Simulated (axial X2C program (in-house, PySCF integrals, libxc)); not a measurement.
Worked dissociation energy of BiCl: PBE0, without spin–orbit coupling

Computed with an in-house all-electron X2C program for linear molecules (integrals from PySCF). Spin-free means the one-electron spin-free X2C Hamiltonian. Basis: Bi dyall-cv3z [12s14p10d6f1g], Cl dyall-av3z [9s8p3d2f] (cores contracted in-house); Gaussian nuclei, density fitting, unrestricted open shells. Masses: Bi 208.980 u, Cl 34.969 u.

Molecular state: M_S = 1, Λ = 0 (beyond evenly filled blocks: π+α, π-α).

```
E(Bi) (2M_S = 3, M_L = 0) : -21535.404152 hartree
E(Cl) (2M_S = 1, M_L = 0) : -461.434162 hartree
E(BiCl) at Re             : -21996.951473 hartree
ωe                        : 336.7 cm⁻¹
ωexe                      : 0.989 cm⁻¹
```

(1) Work out De and D0.

The state is a single determinant with fixed occupations, the lowest that a limited PBE0 search found. Dissociation energies refer to the lowest single-determinant-based atoms at the same level and basis. Other states lie close and PBE0, whose exact exchange favours high spin, may order them wrongly; the determinant shown need not be the ground state. The nearest other spin-free determinant of the search, M_S = 0, Λ = 2, lies 0.78 eV up at the distance of the search. Spin–orbit coupling changes these values markedly for this molecule (Re by over 0.02 Å or De by over 0.25 eV), so the spin-free numbers are a model.

Each atomic determinant is the lowest at this level and need not be a pure term. Totals compare only within one Hamiltonian and basis.

## Answers

(1) De = -21535.404152 + (-461.434162) − (-21996.951473) = 0.11316 hartree = 3.079 eV. The zero-point energy is ωe/2 − ωexe/4 = 168 cm⁻¹ = 0.021 eV, so D0 = 3.058 eV.
